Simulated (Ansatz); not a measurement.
The same path of CH$_{3}$ClNSi (7 atoms, charge -1, multiplicity 1) was run twice with different band settings. The coordinate that changes most is the height of N1 over the plane of its neighbours.

Computed with Ansatz, RKS r2SCAN-D4/def2-SVP.

Relaxed end points:

```xyz
7
Properties=species:S:1:pos:R:3
N -0.548 1.269 -0.061
C -0.842 -0.020 -0.106
Si 0.552 -1.165 -0.597
Cl 0.046 -3.064 0.437
H 0.405 1.691 -0.119
H -1.267 1.990 0.051
H 1.654 -0.701 0.396
```

```xyz
7
Properties=species:S:1:pos:R:3
N -0.548 1.269 -0.096
C -0.840 -0.011 0.062
Si 0.524 -1.095 0.738
Cl 0.056 -3.094 -0.106
H 0.399 1.703 -0.032
H -1.263 1.969 -0.318
H 1.672 -0.742 -0.247
```

Common settings: spring 5.0 eV/Å²; optimiser quadratic models (default); start path through a guess of the saddle point; force threshold 0.03 eV/Å; end points relaxed.

| run | movable images | climbing image | iteration limit |
| --- | --- | --- | --- |
| 1 | 5 | yes | 50 |
| 2 | 4 | no | 60 |

Problem. What does each run give, and how far can it be trusted?

Solution. Run 1: converged after 9 iterations, highest image 0.513 eV above the first end. A vibrational analysis at the climbing image gives one clearly imaginary mode, 400i cm⁻¹: a first-order saddle point.
Run 2: converged after 9 iterations, highest image 0.351 eV above the first end. No image climbed, so the highest image needn't sit at the top of the path.
Limits of this set-up: an anion without diffuse functions, the dipole of an ion depends on the origin.
